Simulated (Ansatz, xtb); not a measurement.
## Relative energy of two isomers of C5H9FO

Structure I: `O[C@@H]1CC[C@H](F)C1`, a singlet. Structure II: `O[C@@H]1CCC[C@@H]1F`, a singlet. Both are isolated molecules in the gas phase, relaxed with B3LYP/def2-SVP; each stands in its lowest conformer found.

Quicker runs give these differences E(II) − E(I): GFN2-xTB +1.41 kcal/mol; HF/STO-3G +0.16 kcal/mol (at GFN2-xTB geometries); r2SCAN-D4/def2-SVP +0.61 kcal/mol (at GFN2-xTB geometries).

**Question.** Estimate E(II) − E(I) at the level CCSD(T)/def2-SVP + ΔMP2/def2-TZVPP.

**Answer.** CCSD(T)/def2-SVP + ΔMP2/def2-TZVPP gives E(II) − E(I) = +0.74 kcal/mol, slightly favouring structure I, which is too small a margin to settle the true order.

The same difference at several levels:

```json
{"level": "GFN2-xTB", "geometry": "GFN2-xTB", "E(II) − E(I) (kcal/mol)": "+1.41", "departure from the last row (kcal/mol)": "+0.67", "job, with rough time for the two": "optimisation, 0.77 s"}
{"level": "HF/STO-3G", "geometry": "GFN2-xTB", "E(II) − E(I) (kcal/mol)": "+0.16", "departure from the last row (kcal/mol)": "−0.58", "job, with rough time for the two": "single point, 1.6 s"}
{"level": "r2SCAN-D4/def2-SVP", "geometry": "GFN2-xTB", "E(II) − E(I) (kcal/mol)": "+0.61", "departure from the last row (kcal/mol)": "−0.13", "job, with rough time for the two": "single point, 11 s"}
{"level": "B3LYP/def2-SVP", "geometry": "B3LYP/def2-SVP", "E(II) − E(I) (kcal/mol)": "+0.82", "departure from the last row (kcal/mol)": "+0.08", "job, with rough time for the two": "optimisation, 3.3 min"}
{"level": "HF/def2-SVP", "geometry": "B3LYP/def2-SVP", "E(II) − E(I) (kcal/mol)": "+0.11", "departure from the last row (kcal/mol)": "−0.63", "job, with rough time for the two": "part of the CCSD(T) run"}
{"level": "MP2/def2-SVP", "geometry": "B3LYP/def2-SVP", "E(II) − E(I) (kcal/mol)": "+1.10", "departure from the last row (kcal/mol)": "+0.36", "job, with rough time for the two": "part of the CCSD(T) run"}
{"level": "CCSD(T)/def2-SVP", "geometry": "B3LYP/def2-SVP", "E(II) − E(I) (kcal/mol)": "+0.99", "departure from the last row (kcal/mol)": "+0.24", "job, with rough time for the two": "single point"}
{"level": "CCSD(T)/def2-SVP + ΔMP2/def2-TZVPP", "geometry": "B3LYP/def2-SVP", "E(II) − E(I) (kcal/mol)": "+0.74", "departure from the last row (kcal/mol)": "", "job, with rough time for the two": "single point, 4.3 min"}
```

As drawn, both hold the same kinds of bond in the same numbers.

The largest departure from CCSD(T)/def2-SVP + ΔMP2/def2-TZVPP is that of GFN2-xTB, 0.67 kcal/mol. The last row adds to CCSD(T) the change of the MP2 difference between the two basis sets, here −0.24 kcal/mol.

With thermal terms from frequencies at re-optimised GFN2-xTB minima (ideal gas, soft modes damped towards free rotors, one conformer each, 298.15 K, 1 atm): the zero-point term adds +0.06 kcal/mol; ΔH is +0.80 and ΔG +0.81 kcal/mol.

The correlated steps freeze 7 core orbitals. Codes used: Ansatz 0.2.0, xtb 6.7.1; the last row on 2 threads of Intel(R) Xeon(R) Processor @ 2.50GHz (Skylake/Cascade Lake) on a shared host.
